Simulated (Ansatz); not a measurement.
Isolated molecules relaxed with PBE0-D4/def2-TZVP in Ansatz; ΔE leaves out vibrations. CCSD(T)/CBS is the MP2 limit (def2-TZVPP, def2-QZVPP) plus CCSD(T) − MP2 in def2-TZVPP, frozen cores. Functionals use def2-TZVPP. def2 core potentials past Kr. For In, Se outer-core shells are correlated without core-valence functions, which leaves a few kJ/mol of doubt a bond. Scalar relativity is left out up to krypton. Each species was taken in one conformer, which may not be the lowest.

Consider the substitution at a C–In bond: `[CH3][In]([Cl])[SeH]` + `C=C(F)S` → `C=C(F)SC` + `[Cl][InH][SeH]`.

| level | ΔE (kJ/mol) |
| --- | --- |
| LDA (SPW92) | 22.4 |
| PBE-QIDH | 29.3 |

Q: What does CCSD(T)/CBS give? (Estimate.)

A: The calculation gave: +32.3 kJ/mol. The listed levels differ from it by -9.9, -3.0 kJ/mol.

Largest T1 diagnostic among the species: 0.012.

In def2-TZVPP, CCSD(T) changes the Hartree–Fock value by +10.6 kJ/mol (the triples alone add +0.3 kJ/mol) and MP2 by +14.8 kJ/mol. Leaving LDA and LC-ωPBE aside and taking each functional with its dispersion term where it has one, the values, not all of them listed here, spread over 11.6 kJ/mol, from B97M-V to B2PLYP. LDA lies −4.2 kJ/mol from PBE without D4.
